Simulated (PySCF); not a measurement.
hexafluorocyclobutene (C4F6), SMILES FC1=C(F)C(F)(F)C1(F)F. Atoms are numbered in the order given.

```xyz
10

F     -1.5955     0.0000    -1.8962
C     -0.6724     0.0000    -0.9691
C      0.6724     0.0000    -0.9691
F      1.5955     0.0000    -1.8962
C      0.7858     0.0000     0.5339
F      1.3445    -1.0885     1.0932
F      1.3445     1.0885     1.0932
C     -0.7858     0.0000     0.5339
F     -1.3445     1.0885     1.0932
F     -1.3445    -1.0885     1.0932
```

Geometry: B3LYP-D3(BJ)/def2-SVP.

Method: B3LYP/pcSseg-1 run with PySCF.

GIAO shieldings, no solvent; atoms alike by connectivity are averaged. δ = σ(ref) − σ: ¹⁹F against CFCl3 (σ = 161.7 ppm); ¹³C against TMS (σ = 181.3 ppm), references at their B3LYP-D3(BJ)/def2-TZVP geometries, non-relativistic.

```json
[
 {"nucleus": "¹⁹F", "atoms": "F1, F4", "count": "2", "δ (ppm)": "-139.9"},
 {"nucleus": "¹⁹F", "atoms": "F6, F7, F9, F10", "count": "4", "δ (ppm)": "-143.3"},
 {"nucleus": "¹³C", "atoms": "C2, C3", "count": "2", "δ (ppm)": "150.6"},
 {"nucleus": "¹³C", "atoms": "C5, C8", "count": "2", "δ (ppm)": "125.2"}
]
```
